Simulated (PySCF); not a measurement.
## Potential energy of HgO⁺ along the bond

Set-up: basis Hg def2-SVP with ECP60, O def2-SVP; scalar-relativistic core potentials; PySCF 2.14. Energies in eV from Hg⁺ + O in their ground configurations at the same level. State: ²Π (doublet), unpaired electrons π ↑.

Curves on a restricted Hartree–Fock reference rise too fast on stretching and do not dissociate correctly.

| R (Å) | ROHF-CCSD(T) | ROHF-SCS-MP2 |
| --- | --- | --- |
| 1.740 |  | 0.6312 |
| 1.821 | -0.0841 | 0.1318 |
| 1.902 | -0.3865 | -0.1364 |
| 1.962 | -0.5108 | -0.2302 |
| 2.023 | -0.5734 | -0.2578 |
| 2.084 | -0.5921 | -0.2368 |
| 2.165 | -0.5714 | -0.1564 |
| 2.266 | -0.5029 | -0.0040 |
| 2.387 | -0.3925 | 0.2139 |
| 2.549 |  | 0.5105 |

**Question.** Put a parabola through the three lowest points of the ROHF-CCSD(T) curve and estimate Re, k and ωe (reduced mass 14.82 u; 1 eV/Å² = 0.16022 mdyn/Å; ωe = 1302.8·√(k/μ) cm⁻¹).

**Answer.** Through R = 2.023, 2.084, 2.165 Å the second-order coefficient is 3.96 eV/Å², so Re ≈ 2.092 Å, k ≈ 1.27 mdyn/Å and ωe ≈ 381 cm⁻¹. A polynomial fit of higher order to the unrounded ROHF-CCSD(T) energies gives Re = 2.087 Å, k = 1.29 mdyn/Å, ωe = 384 cm⁻¹; anharmonicity and rounding make the difference.

The higher-order fit for each curve: ROHF-CCSD(T): Re = 2.087 Å, ωe = 384 cm⁻¹, De = 0.59 eV; ROHF-SCS-MP2: Re = 2.024 Å, ωe = 489 cm⁻¹, De = 0.258 eV.

Correlated steps freeze 1 core orbital. Correlated levels converge slowly with the basis: in double zeta they bind strong bonds too weakly, by up to about 1 eV, and carry superposition errors of some tenths. Spin–orbit coupling is left out, which matters for elements this heavy, above all for dissociation energies. For an ion De counts to the pair picked by the measured ionisation energies or electron affinities, which need not be the lowest pair at this level. The state was picked by a PBE0 search and need not be the measured ground state.
